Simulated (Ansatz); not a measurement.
Job for Ansatz (a first-principles code): R-r2SCAN/def2-TZVPPD on BH3 (SMILES B) with ghost functions, monomers drawn apart or pushed together. Files ending in .json are basis or fitting sets from the Basis Set Exchange.

Ansatz 0.2 input:
```yaml
crystal:
  periodic: [false, false, false]
  atoms:
    - {symbol: B, position_ang: [-0.00516141, -0.05976899, 0.62956386]}
    - {symbol: H, position_ang: [-0.86617620, 0.77755847, 0.57872414]}
    - {symbol: H, position_ang: [-0.35291625, -1.18244247, 0.37704423]}
    - {symbol: H, position_ang: [1.06645547, 0.26575107, 0.19284969]}
basis:
  gaussian:
    orbitals: def2-TZVPPD.json
    ghost_atoms:
      - {symbol: As, position_ang: [0.67904973, -0.26247946, 4.32482068]}
      - {symbol: H, position_ang: [-0.44300963, -0.65237817, 5.25661806]}
      - {symbol: H, position_ang: [1.15173903, 0.97368208, 5.05129385]}
      - {symbol: H, position_ang: [1.72740917, -1.22770691, 4.82340218]}
hamiltonian:
  xc: {name: r2SCAN}
scf: {lower_state_search: off}
```

### Question
What total energy does the run end on?

### Answer
-26.5728 hartree.
